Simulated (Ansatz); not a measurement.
Ansatz results at the PBE0-D4/def2-TZVP geometry: size of the dipole moment (B3LYP/def2-TZVPP) 2.42 D; LUMO energy (ωB97M-V/def2-TZVPP) 1.76 eV; HOMO energy (B3LYP/def2-TZVPP) -8.57 eV.

Each molecule was computed in one conformer, which needn't be the lowest.

Task: Which molecule gave them?
A. `N[Si](F)(F)[SiH3]`
B. `F[SiH](F)N[SiH3]`
C. `O[SiH](O)[GeH3]`
D. `F[SiH2]N[SiH2]F`

Result: D. The others give `O[SiH](O)[GeH3]`: 2.17, 1.46, -7.59; `F[SiH](F)N[SiH3]`: 1.85, 1.60, -8.09; `N[Si](F)(F)[SiH3]`: 2.35, 1.67, -7.96.

B3LYP here is the variant with VWN-RPA as its local correlation; programs differ in this.
